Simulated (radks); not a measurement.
Question: All-electron atom: Li III in 1s0.75 2s0.25 (fractional occupations, a model configuration). All-electron calculation, non-relativistic Kohn-Sham, r2SCAN, spin-polarised, spherical densities, point nucleus; open shells are filled with parallel spins first; meta-GGA in the generalised Kohn-Sham scheme. Program: a radial shooting solver on a logarithmic mesh with Libxc functionals. Some entries of the table are withheld. Estimate them.

| orbital | occ. | eigenvalue (hartree) | <r^2> (bohr^2) |
|---|---|---|---|
| 1s up | 0.75 | -4.09386 | (1) |
| 2s up | 0.25 | -0.80285 | 5.702 |
| 2p up | 0 | -0.72495 | 4.715 |

Answer: 
(1) 1s up <r^2> (bohr^2): 0.3245
